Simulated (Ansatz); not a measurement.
Frontier orbitals of `[AlH2][B]([SiH3])O[SiH3]`.

```json
{"atom": "Al1", "x (Å)": "-1.127", "y (Å)": "1.326", "z (Å)": "0.722"}
{"atom": "B2", "x (Å)": "0.377", "y (Å)": "-0.177", "z (Å)": "0.274"}
{"atom": "Si3", "x (Å)": "1.873", "y (Å)": "-0.809", "z (Å)": "1.498"}
{"atom": "O4", "x (Å)": "0.272", "y (Å)": "-0.735", "z (Å)": "-0.978"}
{"atom": "Si5", "x (Å)": "-0.917", "y (Å)": "-0.273", "z (Å)": "-2.028"}
{"atom": "H6", "x (Å)": "-2.503", "y (Å)": "0.929", "z (Å)": "1.426"}
{"atom": "H7", "x (Å)": "-0.861", "y (Å)": "2.870", "z (Å)": "0.421"}
{"atom": "H8", "x (Å)": "2.705", "y (Å)": "0.369", "z (Å)": "1.885"}
{"atom": "H9", "x (Å)": "1.270", "y (Å)": "-1.333", "z (Å)": "2.760"}
{"atom": "H10", "x (Å)": "2.775", "y (Å)": "-1.857", "z (Å)": "0.939"}
{"atom": "H11", "x (Å)": "-0.328", "y (Å)": "0.324", "z (Å)": "-3.246"}
{"atom": "H12", "x (Å)": "-1.740", "y (Å)": "0.785", "z (Å)": "-1.323"}
{"atom": "H13", "x (Å)": "-1.798", "y (Å)": "-1.417", "z (Å)": "-2.349"}
```

Charge 0, multiplicity 1. All single points use the PBE0-D4/def2-TZVP geometry. It is one conformer, not always the lowest. Basis def2-TZVPP, the Gaussian-basis code of Ansatz.

```json
{"functional": "PBE", "HOMO (eV)": "-5.38", "LUMO (eV)": "-2.61", "gap (eV)": "2.77"}
{"functional": "B97M-V", "HOMO (eV)": "-5.70", "LUMO (eV)": "-2.57", "gap (eV)": "3.13"}
{"functional": "PBE0", "HOMO (eV)": "-6.46", "LUMO (eV)": "-1.67", "gap (eV)": "4.79"}
{"functional": "B3LYP", "HOMO (eV)": "-6.29", "LUMO (eV)": "-1.82", "gap (eV)": "4.47"}
{"functional": "r2SCAN0", "HOMO (eV)": "-6.58", "LUMO (eV)": "-1.56", "gap (eV)": "5.02"}
{"functional": "CAM-B3LYP", "HOMO (eV)": "-7.74", "LUMO (eV)": "-0.52", "gap (eV)": "7.22"}
{"functional": "ωB97M-V", "HOMO (eV)": "-8.50", "LUMO (eV)": "0.16", "gap (eV)": "8.66"}
{"functional": "HF", "HOMO (eV)": "-9.03", "LUMO (eV)": "1.46", "gap (eV)": "10.49"}
```

Against PBE, PBE0 changes HOMO and LUMO by −1.08 and +0.94 eV, ωB97M-V by −3.12 and +2.77 eV. A gap of 2.77 eV thus becomes 8.66 eV for the same molecule, so an orbital gap means little without its functional. A positive LUMO is unbound and depends on the basis.

B3LYP here is the variant with VWN-RPA as its local correlation; programs differ in this.
